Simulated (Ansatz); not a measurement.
Gas-phase electronic energies from Ansatz, PBE0-D4/def2-TZVP geometries. CBS: MP2 limit from def2 TZ/QZ plus the TZ coupled-cluster correction, frozen cores. DFT in def2-TZVPP. B3LYP here is the variant with VWN-RPA as its local correlation; programs differ in this. Each species was taken in one conformer, which may not be the lowest.

Consider the isomerisation: `C=NC(F)[SiH2]N` → `C[C@@]1(F)N[Si@@H]1N`.

(1) Is it downhill or uphill in electronic energy at CCSD(T)/CBS, and by how much? (Estimate.)

(2) What do these levels give: B3LYP-D4, ωB97X-V, ωB97M-V, B2PLYP, r2SCAN, PBE0, HF/def2-TZVPP, MP2/def2-TZVPP, CCSD/def2-TZVPP, CCSD(T)/def2-TZVPP, HF/CBS(def2), MP2/CBS(def2)? (Best estimate.)

Largest T1 diagnostic among the species: 0.013.

## Answers

(1) Computed: Downhill: ΔE = -11.7 kcal/mol.

(2) The calculation gave: B3LYP-D4 -8.9, ωB97X-V -12.4, ωB97M-V -12.7, B2PLYP -10.0, r2SCAN -13.2, PBE0 -14.2, HF/def2-TZVPP -5.6, MP2/def2-TZVPP -13.4, CCSD/def2-TZVPP -10.0, CCSD(T)/def2-TZVPP -9.9, HF/CBS(def2) -6.0, MP2/CBS(def2) -15.1 kcal/mol.

From PBE to PBE0 (25 % exact exchange), in def2-TZVPP and without D4, ΔE moves by −1.9 kcal/mol. In def2-TZVPP, CCSD(T) changes the Hartree–Fock value by −4.3 kcal/mol (the triples alone add +0.1 kcal/mol) and MP2 by −7.8 kcal/mol.
